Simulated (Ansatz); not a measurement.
## Relative stability

Two relaxed structures of NH2Te (charge -1), singlet (PBE0-D4/def2-TZVPD; forces vanish, vibrations not checked).

A:

| atom | x (Å) | y (Å) | z (Å) |
| --- | --- | --- | --- |
| N1 | 0.3325 | -1.1891 | 0.6098 |
| Te2 | 0.7705 | 0.6159 | -0.4461 |
| H3 | -0.6300 | -1.3897 | 0.3539 |
| H4 | 0.2726 | -0.8919 | 1.5793 |

B:

```xyz
4
angstrom
N 0.1322 -0.8885 0.7389
Te 0.7583 0.5084 -0.5281
H -0.5279 -1.4280 0.1712
H -0.3627 1.8081 -0.3820
```

Program: Ansatz 0.2.0. Basis: def2-TZVPPD. Cores are frozen in the correlated methods. Filled d shells of the heavier atoms are correlated. Core potentials replace the inner electrons of the atoms past krypton. The def2 sets are not built for correlating such inner shells, so the correlated values are less sure here. B3LYP uses VWN-RPA correlation.

**Question.** Which structure is lower at CCSD(T), and by how much? (Judge from chemistry; the value comes from the calculation.)

**Answer.** The calculation gives: A, by 1.649 eV (electronic energy, against the other). By their contacts, A is NH₂Te ([NH2][Te]), total charge -1 and B is NH₂Te ([NH][TeH]), total charge -1.

All methods give the same order:

```csv
method,E(B) − E(A) (eV)
PBE-D4,1.539
r2SCAN-D4,1.628
PBE0-D4,1.708
B3LYP-D4,1.687
wB97M-V,1.794
HF,2.097
MP2,1.670
CCSD,1.741
CCSD(T),1.649
```

The T1 diagnostic stays at or below 0.018.

Labels in which every atom is bracketed show which atoms are joined, not bond orders.

For scale, one of the runs: CCSD(T)/def2-TZVPPD, 130 basis functions, launched by `ansatz run in.yaml --threads 2 --pin off --events-out ev --progress --plain --max-ram 4352MiB`. The run took 20 s on 2 CPU threads of an Arm Neoverse V1 (shared host), with 0.76 GiB of host memory at its peak.
